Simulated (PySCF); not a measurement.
## Telling isomers of C$_{7}$H$_{11}$P apart by NMR

Theory: coordinates at the GFN2-xTB level, NMR shieldings at PBE0/pcSseg-1/GIAO, in PySCF 2.14.0 with density-fitted response routines (averaged over atoms made equivalent by symmetry, fast rotation or ring inversion, non-relativistic, a single conformation, isolated molecule).

Referencing at the same level of theory: 1H (σref 31.72), 13C (σref 186.93) vs TMS. Splittings of carbon signals by F and P are missing where no couplings were computed. Where no couplings were computed, multiplicities follow the n + 1 count of equivalent neighbours, and m marks all less simple cases (inequivalent or close neighbours, rings, F or P nearby). Shifts are as computed. Against solution values, carbons near 30 ppm lie about +3 ppm off and those near 130 ppm about +5 ppm. Of 1211 compounds with measured shifts, 218 miss one by over three times the rms of a fit or turn the order of signals round; such compounds aren't used in these exercises.

(1) Tabulate the signals of `CCC1C=CPC=C1`, `CC1C=CP(C)C=C1`, `C=C/C=P/C1CCC1` and their relative energies.

(2) What is the quickest way to tell CCC1C=CPC=C1 from C=C/C=P/C1CCC1?

(3) What is the quickest way to tell CCC1C=CPC=C1 from CC1C=CP(C)C=C1?

(4) What is the quickest way to tell CC1C=CP(C)C=C1 from C=C/C=P/C1CCC1?

Answers

(1) 
```tsv
SMILES	carbon types	δC	δH	E rel. (kcal/mol)
CCC1C=CPC=C1	5×CH 1×CH2 1×CH3	143.6, 132.0, 45.2, 29.1, 15.1	6.82 (m, 2H), 6.59 (m, 2H), 4.55 (m, 1H), 3.03 (m, 1H), 1.27 (m, 2H), 0.98 (t, 3H)	4.7
CC1C=CP(C)C=C1	5×CH 2×CH3	143.2, 139.1, 38.4, 19.1, 14.6	6.76 (m, 2H), 6.45 (m, 2H), 3.16 (m, 1H), 1.23 (m, 3H), 0.91 (d, 3H)	0.0
C=C/C=P/C1CCC1	3×CH 4×CH2	199.5, 148.4, 125.0, 37.5, 33.1, 17.8	9.80 (m, 1H), 7.34 (m, 1H), 5.59 (m, 1H), 5.57 (m, 1H), 3.36 (m, 1H), 2.52 (m, 2H), 2.20 (m, 1H), 2.19 (m, 2H), 2.06 (m, 1H)	27.0
```

Energies are electronic energies at PBE0/pcSseg-1 on these geometries, without zero-point or thermal terms, each for the one conformer computed, which needn't be the lowest.

(2) Count the carbon signals: 5 against 6. The first has a methyl carbon (CH3) at 15.1 ppm, the second a terminal =CH2 carbon at 125.0 ppm. Their most deshielded carbons lie at 143.6 and 199.5 ppm. In the proton spectra the most deshielded non-exchanging signals are 6.82 (m, 2H) and 9.80 (m, 1H).

(3) Both give the same number of carbon signals, but DEPT or the intensities differ. The first has an sp3 CH2 at 29.1 ppm, the second an allylic sp3 CH at 38.4 ppm. Their most deshielded carbons lie at 143.6 and 143.2 ppm.

(4) Count the carbon signals: 5 against 6. The first has a methyl carbon (CH3) at 19.1 ppm, the second a terminal =CH2 carbon at 125.0 ppm. Their most deshielded carbons lie at 143.2 and 199.5 ppm. In the proton spectra the most deshielded non-exchanging signals are 6.76 (m, 2H) and 9.80 (m, 1H).
